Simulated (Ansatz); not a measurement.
Consider the cleavage of the Si–Si bond: `F[SiH](Cl)[SiH2]Cl` + `[NH2][GeH3]` → `F[SiH](Cl)[NH][GeH3]` + `[SiH3]Cl`.

Computed with Ansatz on PBE0-D4/def2-TZVP structures; ΔE is electronic, products minus reactants. CBS: MP2 limit from def2 TZ/QZ plus the TZ coupled-cluster correction, frozen cores. This one scheme is used for every species. For Ge outer-core shells are correlated without core-valence functions, which leaves a few kJ/mol of doubt a bond. Scalar relativity is left out up to krypton. One conformer a species, not always the lowest.

```tsv
species	HF/def2-QZVPP energy (Eh)
`F[SiH](Cl)[SiH2]Cl`	-1598.36561
`[NH2][GeH3]`	-2132.79882
`F[SiH](Cl)[NH][GeH3]`	-2980.93843
`[SiH3]Cl`	-750.27045
```

Problem. Work out ΔE.

Solution. ΔE = (-2980.93843) + (-750.27045) − (-1598.36561) − (-2132.79882) = -0.04445 Eh = -116.7 kJ/mol. CCSD(T)/CBS gives -101.7 kJ/mol.

Largest T1 diagnostic among the species: 0.011.

In def2-TZVPP, CCSD(T) changes the Hartree–Fock value by +11.2 kJ/mol (the triples alone add +1.7 kJ/mol) and MP2 by +4.4 kJ/mol. From PBE to PBE0 (25 % exact exchange), in def2-TZVPP and without D4, ΔE moves by −9.5 kJ/mol.
